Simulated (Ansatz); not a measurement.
Two members of one family (AlCl3 adduct), computed with Ansatz in the gas phase. The two geometries come from different levels. Binding counts from free atoms in the multiplicity of their measured ground term, without zero-point energy. A dash marks a value that wasn't run or was left out as unsound. The structures are stationary points that may keep the symmetry of their start.

First: Al(H2O)Cl3 (singlet, charge 0, PBE-D4/def2-SVP geometry).

```tsv
atom	x (Å)	y (Å)	z (Å)
Al1	-0.4697	0.1593	0.6337
O2	0.9271	-0.4425	-0.6373
H3	1.2792	0.3697	-1.0655
H4	0.4656	-0.9543	-1.3386
Cl5	0.0746	-0.5747	2.5356
Cl6	-2.0856	-0.7998	-0.3805
Cl7	-0.1912	2.2424	0.2526
```

```
               level  HOMO (eV)  LUMO (eV)  gap (eV)  vertical IE (eV)  binding per atom (eV)
    PBE-D4/def2-TZVP      -7.38      -1.74      5.65             10.22                   3.52
 r2SCAN-D4/def2-TZVP      -7.76      -1.12      6.63             10.51                   3.54
r2SCANh-D4/def2-TZVP      -8.27      -0.85      7.42                 –                   3.51
      B3LYP-D4/6-31G      -8.77      -1.49      7.27                 –                   3.02
   PBE0-D4/def2-TZVP      -8.80      -0.84      7.96             10.80                   3.47
```

Second: Al(NH3)Cl3 (singlet, charge 0, r2SCAN-D4/def2-SVP geometry).

```xyz
8

Al   -0.312    0.273   -0.914
N     0.314   -0.275    0.919
H    -0.329    0.048    1.648
H     1.236    0.113    1.135
H     0.385   -1.292    1.005
Cl    1.307   -0.422   -2.095
Cl   -0.473    2.372   -0.655
Cl   -2.127   -0.817   -1.043
```

Task: Estimate the same table for the second.

Result: 
| level | HOMO (eV) | LUMO (eV) | gap (eV) | vertical IE (eV) | binding per atom (eV) |
| --- | --- | --- | --- | --- | --- |
| PBE-D4/def2-TZVP | -7.10 | -1.37 | 5.73 | 9.92 | 3.52 |
| r2SCAN-D4/def2-TZVP | -7.48 | -0.67 | 6.81 | 10.21 | 3.51 |
| r2SCANh-D4/def2-TZVP | -7.99 | -0.43 | 7.56 | – | 3.49 |
| B3LYP-D4/6-31G | -8.41 | -0.85 | 7.57 | – | 3.14 |
| PBE0-D4/def2-TZVP | -8.51 | -0.54 | 7.97 | 10.49 | 3.48 |
